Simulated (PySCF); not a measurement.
C₃H₄BFO, SMILES C=C=CB(O)F.

Coordinates come from a B3LYP-D3(BJ)/def2-SVP optimisation. This is a generated structure with no PubChem entry under its InChIKey; it may be hypothetical. One conformer was computed; it need not be the lowest.

All values below come from B3LYP-D3(BJ)/def2-SVP in PySCF.

No scaling factor is applied to the harmonic values.

| mode | ν (cm⁻¹) | IR (km/mol) | Raman (Å⁴/amu) | depolarisation | moving atoms (share of kinetic energy) |
|---|---|---|---|---|---|
| 1 | 64 | 0.4 | 3.5 | 0.75 | C 42 %, O 27 %, H 21 % |
| 2 | 119 | 2.4 | 6.2 | 0.72 | C 46 %, F 34 %, H 13 % |
| 3 | 343 | 5.8 | 3.4 | 0.68 | C 34 %, O 23 %, F 19 %, H 14 %, B 9 % |
| 4 | 351 | 0.2 | 0.4 | 0.75 | H 71 %, C 24 % |
| 5 | 421 | 6.8 | 1.9 | 0.75 | C 44 %, H 38 %, B 14 % |
| 6 | 422 | 0.5 | 2.3 | 0.34 | C 44 %, F 23 %, O 21 %, H 10 % |
| 7 | 542 | 84.6 | 1.4 | 0.75 | H 88 % |
| 8 | 591 | 14.0 | 5.8 | 0.30 | C 40 %, O 29 %, B 13 %, F 12 % |
| 9 | 700 | 53.5 | 1.6 | 0.75 | B 63 %, H 15 %, C 14 % |
| 10 | 810 | 0.9 | 4.1 | 0.06 | C 47 %, F 27 %, H 13 %, O 12 % |
| 11 | 841 | 54.1 | 0.5 | 0.56 | H 74 %, C 26 % |
| 12 | 886 | 26.9 | 6.0 | 0.75 | H 87 %, C 12 % |
| 13 | 979 | 0.8 | 0.7 | 0.75 | H 58 %, C 42 % |
| 14 | 986 | 144.0 | 3.1 | 0.65 | H 79 %, F 9 %, O 8 % |
| 15 | 1093 | 2.6 | 46.3 | 0.37 | H 60 %, C 39 % |
| 16 | 1244 | 142.3 | 1.3 | 0.35 | H 44 %, C 23 %, B 18 %, O 14 % |
| 17 | 1368 | 398.2 | 19.1 | 0.39 | B 44 %, H 32 %, C 13 % |
| 18 | 1430 | 94.6 | 7.7 | 0.74 | H 38 %, B 28 %, C 26 % |
| 19 | 1476 | 245.8 | 3.4 | 0.32 | B 51 %, C 21 %, H 15 %, O 10 % |
| 20 | 2048 | 220.9 | 5.5 | 0.54 | C 98 % |
| 21 | 3104 | 7.3 | 137.5 | 0.32 | H 92 %, C 8 % |
| 22 | 3126 | 1.4 | 250.8 | 0.12 | H 95 % |
| 23 | 3213 | 0.3 | 138.6 | 0.75 | H 89 %, C 11 % |
| 24 | 3877 | 88.1 | 75.1 | 0.26 | H 94 % |
